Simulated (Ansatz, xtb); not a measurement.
Isomers of C6H12N+ in order of energy

9 gas-phase structures of C6H12N+, from a drawn sample of its isomers (lower ones may exist). Each was relaxed with GFN2-xTB; where two conformers were screened, the lower at r2SCAN-D4/def2-SVP is listed:

A. `C1C[NH+](C2CC2)C1`, a singlet
B. `C=C[C@H]1C[N@H+](C)C1`, a singlet
C. `C=CC[NH+]1CCC1`, a singlet
D. `CC1=CC[NH2+]CC1`, a singlet
E. `C=CC/[N+](C)=C/C`, a singlet
F. `C=C(C)C[N+](=C)C`, a singlet
G. `CC#[N+]CCCC`, a singlet
H. `C=CC[N+](=C)CC`, a singlet
I. `C[C@@H]1C=CC[N@H+]1C`, a singlet

Q: Which do you expect lowest at r2SCAN-D4/def2-SVP, and how would the others follow?

A: Calculated order at r2SCAN-D4/def2-SVP: D (0.000), I (0.352), G (0.831), E (0.895), F (1.208), H (1.270), C (1.393), B (1.430), A (1.470) eV. Less than 1 kcal/mol parts C and B; B and A, so the order within those pairs means little.

Energies above the lowest of each column, in eV; the last columns are at B3LYP-D3(BJ)/def2-SVP geometries and were run for some of them only (a dash: not run or not comparable):

```csv
structure,GFN2-xTB,HF/STO-3G,r2SCAN-D4/def2-SVP,B3LYP-D3(BJ)/def2-SVP,CCSD(T)/def2-SVP + ΔMP2/def2-TZVPP
D,0.000,0.000,0.000,0.000,0.000
I,0.007,0.122,0.352,0.310,0.228
G,0.447,1.375,0.831,0.732,0.746
E,0.585,1.833,0.895,–,–
F,0.831,2.221,1.208,–,–
H,1.016,2.169,1.270,–,–
C,0.928,1.198,1.393,–,–
B,0.912,1.269,1.430,–,–
A,0.648,0.981,1.470,–,–
```

Every level run on D puts it lowest or level with the lowest. Flexible structures stand in one conformer each, not always the lowest. G keeps a small imaginary mode. Frequencies (GFN2-xTB) were run for D, G, I alone. ΔMP2 is the change of the MP2 energy from the smaller to the larger basis.

Over these structures GFN2-xTB departs from r2SCAN-D4/def2-SVP by 0.144 eV on average once a common shift is removed. A GFN2-xTB relaxation took about 0.095 s and the r2SCAN-D4/def2-SVP energy about 2.3 s on a shared host (Ansatz 0.2.0, xtb 6.7.1).
